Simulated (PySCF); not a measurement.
Worked example: chemical shift, span and skew from a shielding tensor

ClF3H2Si2, SMILES F[Si](F)(F)[SiH2]Cl. Atoms are numbered in the order given.

```xyz
8

Si    -0.0538    -1.0689     0.0000
F      1.0287    -2.2627     0.0000
F     -0.9854    -1.2658    -1.2972
F     -0.9854    -1.2658     1.2972
Si     0.9999     1.0100     0.0000
Cl    -0.4964     2.4510     0.0000
H      1.8368     1.1531     1.2192
H      1.8368     1.1531    -1.2192
```
Charge 0, spin multiplicity 1.

The structure is a stationary point at B3LYP-D3(BJ)/def2-SVP. The structure was generated by enumeration, and PubChem lists no compound with its InChIKey, so it may never have been made. Other conformers were not sampled.

GIAO shieldings from PBE0/pcSseg-1 (PySCF), non-relativistic, no solvent. The symmetric part of the tensor of F2 has the principal values 232.2, 274.2, 387.9 ppm. The same nucleus in CFCl3 has σ = 167.2 ppm at this level (PySCF, at its B3LYP-D3(BJ)/def2-TZVP geometry). Without spin–orbit terms, shifts of atoms bonded to Cl or Br come out too high.

Q: Work out the isotropic shielding, the ¹⁹F shift against CFCl3, the span and the skew.

A: 
σ(iso) = (σ11 + σ22 + σ33)/3 = 298.1 ppm. δ = σ(ref) − σ(iso) = 167.2 − (298.1) = -130.9 ppm.
Span Ω = σ33 − σ11 = 155.7 ppm. Skew κ = 3(σ(iso) − σ22)/Ω = 0.46. Tumbling in solution averages the tensor to δ; in a static solid the shielding alone would spread this spin-1/2 line over Ω.
